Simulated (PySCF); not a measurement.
## Working out the excitation energy of B²⁺

B²⁺ [He] 2s1 (2S) → B²⁺ [He] 2p1 (2P). Computed with PySCF 2.14 in x2c-QZVPPall (7s4p3d2f1g, 57 functions), with scalar relativity by spin-free X2C-1e. Frozen: nothing. Energies in hartree (1 hartree = 27.21139 eV):

```csv
part,B²⁺ (lower),B²⁺ (upper)
UHF,-23.382627,-23.160094
MP2 opposite-spin,-0.016712,-0.017299
MP2 same-spin,-0.000360,-0.001195
```

**Question.** What does Hartree-Fock give?

**Answer.** (-23.160094) − (-23.382627) = 0.222533 hartree = 6.055 eV.

**Question.** What do MP2 and SCS-MP2 (6/5 opposite-spin, 1/3 same-spin) give?

**Answer.** The opposite-spin parts differ by -0.016 eV and the same-spin parts by -0.023 eV. MP2: 6.055 + (-0.016) + (-0.023) = 6.016 eV. SCS-MP2: 6.055 + 1.2 × (-0.016) + (-0.023)/3 = 6.028 eV.
